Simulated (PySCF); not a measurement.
FeO4, SMILES [Fe]1(=[O])([O][O]1)=[O], multiplicity 1. Geometry optimised at PBE-D3(BJ)/def2-SVP. The multiplicity is an assumed one; other spin states were not compared.

Computed equilibrium geometry at PBE-D3(BJ)/def2-SVP (PySCF confirms it by a frequency run) as a Z-matrix, and its point group:
point group C2v.
```
Fe
O 1 1.5593
O 1 1.5593 2 119.14
O 1 1.7858 2 117.88 3 -154.27
O 4 1.3706 1 67.43 2 -102.70
```
